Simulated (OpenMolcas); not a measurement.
**Te⁴⁺: CASPT2 settings compared**

| Quantity | Value |
| --- | --- |
| Program | OpenMolcas 26.06 |
| Basis | ANO-RCC-VDZ [6s5p2d] |
| Scalar Hamiltonian | X2C, point nucleus |
| Active space | 2 electrons in 4 orbitals (5s 5p) |
| State averaging | 2S+1 = 3 even, 3 roots; 2S+1 = 1 even, 7 roots; 2S+1 = 3 odd, 3 roots; 2S+1 = 1 odd, 3 roots |
| Spin-orbit coupling | RASSI with atomic mean-field integrals over the reference wave functions, term energies averaged over their components |

Methods on the same reference wave functions:
A. CASSCF
B. SS-CASPT2, IPEA 0.1 Eh, no level shift (closed shells correlated: 4d)
C. SS-CASPT2, IPEA 0.4 Eh, imaginary shift 0.2 Eh (closed shells correlated: 4s 4p 4d)
D. MS-CASPT2, IPEA 0.1 Eh, no level shift (closed shells correlated: 4d)
E. XMS-CASPT2, IPEA 0.75 Eh, real shift 0.05 Eh (closed shells correlated: none)

Energies in cm⁻¹ above 5s² ¹S₀, the measured ground level; measured values from Moore, Atomic Energy Levels, vol. III, NSRDS-NBS 35 (1971 reprint of NBS Circular 467, 1958).

```csv
Level,A,B,C,D,E,Measured
5s² ¹S₀,0.0,0.0,0.0,0.0,0.0,0.0
5s 5p ³P°₀,70936,71812,71860,71813,71391,
5s 5p ³P°₁,73748,74619,74666,74620,74201,
5s 5p ³P°₂,80619,81495,81542,81496,81074,
5s 5p ¹P°₁,120066,120485,120455,120486,120448,111707
5p² ³P₀,174875,175627,175746,175626,175317,176248
5p² ³P₁,179782,180539,180664,180540,180238,182419
5p² ³P₂,184196,184935,185053,184936,184646,
5p² ¹D₂,196526,197186,197272,197187,196953,182797
5p² ¹S₀,220259,220898,220897,220901,220430,
```

Deviations, from unrounded energies. A percentage is the sum of absolute deviations over the sum of measured energies, with the sign that they share, or ± where signs differ.

```csv
Against measurement,Levels,A,B,C,D,E
mean absolute deviation (cm-1),4,6500,6400,6400,6400,6500
other configurations (%),4,±4.0,±3.9,±3.9,±3.9,±4.0
```

A, B, C, D, E lie about equally close to measurement. The largest miss of C in the table is 5p² ¹D₂, by +14000 cm-1. The ranking rests on the paired levels alone, and a cruder setting can come out closer through cancelling errors.

Among B to E the level of the table that moves most is 5p² ¹S₀, by 470 cm-1 (lowest in E, highest in D).

The lowest spin-free term lies below A's lowest term by 0.007 hartree in B, 0.011 hartree in C, 0.007 hartree in D, 0.002 hartree in E.

The ¹D term of p² mixes with s d, which this space lacks. The basis is small and was not contracted for so high a charge. Measured partners are found by configuration, term and J. A level has none where our copy of the source lacks it or the pairing is in doubt (some pairs that miss far off the trend of their configuration count as doubtful), and it then counts in no deviation. Levels of configurations outside the active space are missing.

° marks odd parity.
